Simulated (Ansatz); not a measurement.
System: SeF3, charge 0, multiplicity 2. It need not be the lowest isomer of its formula. SMILES: F[Se](F)F
Geometry: optimised at B3LYP-D3(BJ)/def2-TZVP (Ansatz, a first-principles code).

Quantity: vertical electron affinity (to the singlet state of charge -1; a negative value means that the extra electron is unbound and the number depends on the basis; each state is the SCF solution reached for its spin), in eV. Correlated levels leave the core frozen unless marked. Open shells are spin-unrestricted. No spin-orbit coupling. Frozen are the shells of the preceding noble gas and the d and f shells that filled before the atom's block. No relativistic terms. Anions need diffuse functions: aug- sets have them; def2-D sets add few. Basis-set limits of correlation are two-point, X^-3; Hartree-Fock from the larger set. The bracket is a focal-point correction in the basis named.

```json
[
 {"level": "HF/aug-cc-pVDZ", "program": "Ansatz", "vertical electron affinity (eV)": "2.40"},
 {"level": "HF/aug-cc-pVQZ", "program": "Ansatz", "vertical electron affinity (eV)": "2.29"}
]
```

Predict the RI-MP2/CBS(aug-cc-pVTZ,aug-cc-pVQZ)+[CCSD(T)-MP2]/aug-cc-pVDZ result (Ansatz).

2.96 eV, so HF/aug-cc-pVQZ differs from it by -0.67 eV.
